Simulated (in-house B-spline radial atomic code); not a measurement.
Sr²⁺. Computed with a B-spline radial atomic code. Model: all-electron spherical atom, spin shells full or empty, radial basis limit, no spin-orbit coupling, Breit or QED, empty-state partial waves extrapolated as (l+1/2)^-4, RPA, G0W0 and static COHSEX of the highest shell as one setting changes (uncorrelated shells keep exact exchange).

Empty levels are discrete states of a finite basis, so the steps are uneven.

Given: element Sr; charge 2; filled core Ar; hamiltonian one-electron scalar X2C; mean-field start r2SCAN; highest l of empty states 9; nuclear rms radius 4.224 fm; lowest nl shells left uncorrelated 0; highest mean-field shell 4p; box radius 17.55 bohr.

Shell: 3d 5 5, 4s 1 1, 4p 3 3 (electrons up and down).

```tsv
highest empty level kept (hartree)	RPA correlation energy (hartree)	G0W0 level (eV)	G0W0 minus most complete (meV)	COHSEX level (eV)	linearised minus solved G0W0 (meV)
3	-0.38243	-42.417	859	-43.94	-16.9
6	-0.5491	-42.703	573.8	-44.612	-18.7
10.5	?	?	?	?	?
18	-1.0045	-43.029	247.8	-45.395	-21.1
30	-1.2569	-43.112	164.6	-45.612	-21.8
54	-1.5898	-43.182	94.7	-45.803	-22.3
90	-1.8542	-43.215	61.9	-45.91	-22.6
180	-2.1343	-43.243	33.8	-45.999	-22.9
360	?	?	?	?	?
750	-2.469	-43.27	6.3	-46.079	-23.1
1800	-2.5814	-43.275	1.5	-46.094	-23.1
6000	-2.6385	-43.276	0	-46.098	-23.1
```

(1) What follows for highest empty level kept = 10.5?

(2) What follows for highest empty level kept = 360?

Results:

(1) RPA correlation energy -0.79729 hartree; G0W0 level -42.908 eV; G0W0 minus most complete 368.3 meV; COHSEX level -45.092 eV; linearised minus solved G0W0 -20.2 meV.

(2) RPA correlation energy -2.3128 hartree; G0W0 level -43.258 eV; G0W0 minus most complete 18 meV; COHSEX level -46.045 eV; linearised minus solved G0W0 -23 meV.
